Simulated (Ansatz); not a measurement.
Rb3⁺. Charge 1, multiplicity 3. Geometry B3LYP/def2-TZVP, that of the neutral doublet; atoms count from 1.

```xyz
3

Rb   -0.3474    2.5164    2.7023
Rb   -0.2124   -1.0554   -3.5486
Rb    0.5597   -1.4610    0.8463
```

In the def2 sets Rb takes a core potential; there is no spin–orbit coupling. At PBE0/def2-TZVP a singlet of charge 1 lies 0.31 eV below the triplet at the same geometry. The structure comes from a short search, and lower isomers may exist.

Estimate the Mulliken populations from the PBE0/def2-TZVP orbitals of Ansatz.


```csv
atom,charge (e),spin (α − β)
Rb1,0.16,0.84
Rb2,0.16,0.84
Rb3,0.68,0.33
```
Mulliken values and Mayer orders depend strongly on the basis.

Where does the spin sit?

Summed by element: Rb 2.00, of 2 unpaired in all. Largest on single atoms: Rb2 0.84, Rb1 0.84, Rb3 0.33.
